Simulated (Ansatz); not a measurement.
Program: Ansatz 0.2.0.

A structure relaxed at PBE0-D4/def2-TZVP, charge 0, multiplicity 1:

```xyz
6

C    -0.352    0.140   -0.414
Ge    1.493    0.067    0.326
H    -0.760   -0.875   -0.466
H    -0.393    0.596   -1.403
H    -1.001    0.696    0.270
H     1.013   -0.625    1.687
```

(1) Give its formula and SMILES.

(2) Point group (tolerance 0.08 Å, 0.16 Å for H)?

(3) Summarise the bond lengths by kind.

Answers

(1) CH4Ge, `[CH3][GeH]`.

(2) Cs.

(3) 1 × C–Ge 1.989 Å; 3 × C–H 1.090 to 1.096 Å; 1 × Ge–H 1.601 Å.
